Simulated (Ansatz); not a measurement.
Ag₂Sn, relaxed as a triplet with UKS B3LYP-D4/def2-TZVP in Ansatz, starting from the B3LYP-D4/def2-TZVP geometry of the neutral singlet. Force threshold 0.02 eV/Å.

In the def2 sets Ag, Sn take a core potential; there is no spin–orbit coupling. The relaxation made no stability test and no search for a lower SCF solution. At B3LYP-D4/def2-TZVP a singlet of charge 0 lies 0.42 eV below the triplet, each at its own geometry. The structure comes from a short search, and lower isomers may exist.

Start:

Cartesian coordinates in Å:
```
Ag 1.124 1.312 0.230
Ag -0.607 -1.212 1.096
Sn -0.517 -0.100 -1.325
```

| step | energy (eV) | largest force component (eV/Å) | SCF passes |
| --- | --- | --- | --- |
| 1 | -13836.9056 | 0.590 | 18 |
| 2 | -13837.1655 | 0.216 | 29 |
| 3 | -13837.1792 | 0.112 | 24 |
| 4 | -13837.1823 | 0.070 | 24 |
| 5 | -13837.1831 | 0.004 | 23 |

Force components are those of the run's own axes.

End:

```tsv
atom	x (Å)	y (Å)	z (Å)
Ag1	1.033	1.136	0.383
Ag2	-0.446	-1.022	1.123
Sn3	-0.587	-0.114	-1.506
```

By distances, no bond broke or formed. The bond that changes most is Ag1–Ag2, from 3.18 to 2.72 Å (atoms count from 1).

No frequencies were taken in this run, so the end may be a saddle point.

Run time 12 s (4 threads of Arm Neoverse V2 on a shared host).
